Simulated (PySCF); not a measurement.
A side-by-side comparison of computed properties.

First species: CH10Ge2N2.
InChI=1S/CH10Ge2N2/c1-4-3-5-2/h4-5H,3H2,1-2H3

Second species: C6H9BO2.
SMILES: `[BH2-]1OC=C(C2CC2)C=[O+]1`

Levels: CAM-B3LYP/def2-SVPD for dipole moment, HOMO energy, LUMO energy, HOMO–LUMO gap, static isotropic polarisability and electronic spatial extent ⟨r²⟩ about the centre of nuclear charge; TDDFT CAM-B3LYP/def2-SVPD for lowest singlet excitation; TDA CAM-B3LYP/def2-SVPD for lowest triplet excitation (Tamm–Dancoff); ΔSCF CAM-B3LYP/def2-SVPD for vertical ionisation energy; PBE0-D3(BJ)/def2-SVP for rotational constant A and rotational constant C. Geometries: PBE0-D3(BJ)/def2-SVP. Each structure is a single optimised conformer of the isolated species, non-relativistic unless stated. Electronic properties by PySCF.

The conformers computed, where there is a choice (atom-mapped SMILES and torsion angles):
- `[CH3:1][NH:2][GeH2:3][NH:4][GeH3:5]`: C1–N2–Ge3–N4 -71°, N2–Ge3–N4–Ge5 -35°
- `[BH2-:1]1[O:2][CH:3]=[C:4]([CH:5]2[CH2:6][CH2:7]2)[CH:8]=[O+:9]1`: C3–C4–C5–C6 145°

Values for the first species:

```
Dipole moment                                                     : 0.84 D
HOMO energy                                                       : -8.10 eV
LUMO energy                                                       : 1.00 eV
HOMO–LUMO gap                                                     : 9.10 eV
Lowest singlet excitation                                         : 5.99 eV
Lowest triplet excitation (Tamm–Dancoff)                          : 5.61 eV
Static isotropic polarisability                                   : 90.2 au
Vertical ionisation energy                                        : 8.80 eV
Electronic spatial extent ⟨r²⟩ about the centre of nuclear charge : 1287 bohr²
Rotational constant A                                             : 3.002 GHz
Rotational constant C                                             : 0.837 GHz
```

Question: Estimate the same properties for the second species, and the change in each.

Answer: 
```json
{"property": "dipole moment", "first": "0.84 D", "second": "5.23 D", "second less first": "+4.39 D"}
{"property": "HOMO energy", "first": "-8.10 eV", "second": "-7.76 eV", "second less first": "+0.34 eV"}
{"property": "LUMO energy", "first": "1.00 eV", "second": "-1.33 eV", "second less first": "-2.33 eV"}
{"property": "HOMO–LUMO gap", "first": "9.10 eV", "second": "6.43 eV", "second less first": "-2.67 eV"}
{"property": "lowest singlet excitation", "first": "5.99 eV", "second": "3.35 eV", "second less first": "-2.64 eV"}
{"property": "lowest triplet excitation (Tamm–Dancoff)", "first": "5.61 eV", "second": "2.12 eV", "second less first": "-3.49 eV"}
{"property": "static isotropic polarisability", "first": "90.2 au", "second": "90.9 au", "second less first": "+0.7 au"}
{"property": "vertical ionisation energy", "first": "8.80 eV", "second": "8.45 eV", "second less first": "-0.35 eV"}
{"property": "electronic spatial extent ⟨r²⟩ about the centre of nuclear charge", "first": "1287 bohr²", "second": "1296 bohr²", "second less first": "+9 bohr²"}
{"property": "rotational constant A", "first": "3.002 GHz", "second": "4.061 GHz", "second less first": "+1.059 GHz"}
{"property": "rotational constant C", "first": "0.837 GHz", "second": "0.910 GHz", "second less first": "+0.073 GHz"}
```

On the first: The polarisability is 13.36 Å³ as a volume (1 au = 0.148185 Å³), or 0.96 au for each of the 94 electrons. S1 lies 3.11 eV below the HOMO–LUMO gap; its leading configuration is HOMO→LUMO+1, weight 0.37, beside HOMO→LUMO, weight 0.28. The calculation is non-relativistic and has no spin–orbit coupling, an omission that weighs most on germanium.

On the second: The polarisability is 13.47 Å³ as a volume (1 au = 0.148185 Å³), or 1.38 au for each of the 66 electrons. S1 lies 3.08 eV below the HOMO–LUMO gap; its leading configuration is HOMO→LUMO, weight 0.98.
